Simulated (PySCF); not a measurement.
## Correlation energy of As (arsenic, neutral)

[Ar] 3d10 4s1 4p3 4d1, high-spin 6D determinant (an excited configuration). All numbers are calculated (PySCF 2.14, scalar relativity through the core potential, in aug-cc-pwCVDZ-PP with ECP10MDF). Frozen: 3s2 3p6 3d10; 5 electrons correlated.

```json
{"level": "CCSD", "correlation energy (mhartree)": "-22.41"}
{"level": "(T)", "correlation energy (mhartree)": "-0.15"}
{"level": "CCSD(T)", "correlation energy (mhartree)": "-22.56"}
```

Diagnostics: T1 = 0.0025, D1 = 0.0059, largest double amplitude 0.032.

The outer electron is Rydberg-like, and this basis confines it to a smaller radius and binds it less than a complete one would.

Cost of the coupled-cluster step: roughly 0.9 core-seconds, for 5 correlated electrons.
